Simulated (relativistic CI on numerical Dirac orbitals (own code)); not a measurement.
**Hyperfine structure of Hg³⁰⁺, mass number 201**

Method of calculation: Dirac-Coulomb-Breit CI, separate exchange-only KLI orbitals for each configuration, a model potential for QED, unscaled Slater integrals (own radial code, finite nucleus).

Configurations in the expansion (outside the closed core [Ar] 3d10 4p6): 4s²4d¹⁰4f⁴, 4s²4d¹⁰4f³5s, 4s²4d¹⁰4f³5p, 4s²4d¹⁰4f²5s², 4s²4d¹⁰4f²5s5p, 4s²4d¹⁰4f³5d, 4s²4d¹⁰4f²5p², 4s²4d¹⁰4f²5s5d, 4s4d¹⁰4f⁵, 4s²4d⁹4f³5s², 4s²4d¹⁰4f³5f, 4s²4d¹⁰4f³6s, 4s²4d¹⁰4f³6p. Levels of other configurations are missing.

Nuclear spin I = 3/2, μ = -0.558 μN, Q = 0.387 b (tables of Stone and Pyykkö). The electronic factors are computed for point nuclear moments, without core polarisation or the Bohr-Weisskopf and QED corrections.

| Level | E (eV) | A (MHz) | B (MHz) |
| --- | --- | --- | --- |
| 4s²4d¹⁰4f⁴ ⁵I4 | 0.0000 | -2312 | -1190 |
| 4s²4d¹⁰4f⁴ ⁵I5 | 3.3864 | -1806 | -980 |
| 4s²4d¹⁰4f⁴ ⁵I6 | 5.8588 | -1620 | -673 |
| 4s²4d¹⁰4f⁴ ⁵I7 | 7.4625 | -1599 | -28.2 |
| 4s²4d¹⁰4f⁴ ⁵F1 | 7.5900 | -4082 | 337 |
| 4s²4d¹⁰4f⁴ ⁵F3 | 8.7744 | -1620 | -596 |
| 4s²4d¹⁰4f⁴ ⁵G2 | 9.2967 | -2528 | -1020 |
| 4s²4d¹⁰4f⁴ ⁵G3 | 9.7441 | -1740 | 1050 |

Levels with J = 0, under 50 % of one LS term, or S terms without an open s electron are left out. Small factors come from cancelling terms and can be off by tens of per cent or more.

At this charge energies of transitions that change n are usually good to better than 1 %, and those within a shell (Δn = 0) to a few per cent. Terms inside the open d or f shell come out 10 to 20 % too wide with unscaled integrals.

Task: Give the hyperfine levels of 4s²4d¹⁰4f⁴ ⁵I4 relative to its centre of gravity.

Result: With K = F(F + 1) − I(I + 1) − J(J + 1), E = AK/2 + B[¾K(K + 1) − I(I + 1)J(J + 1)]/[2I(2I − 1)J(2J − 1)]: F = 5/2: 16750, F = 7/2: 9481, F = 9/2: -634.4, F = 11/2: -14170 MHz.

LS names give the leading component of a level, which can be under half, so a name can repeat, a term be missing and a line seem to break the LS rules.
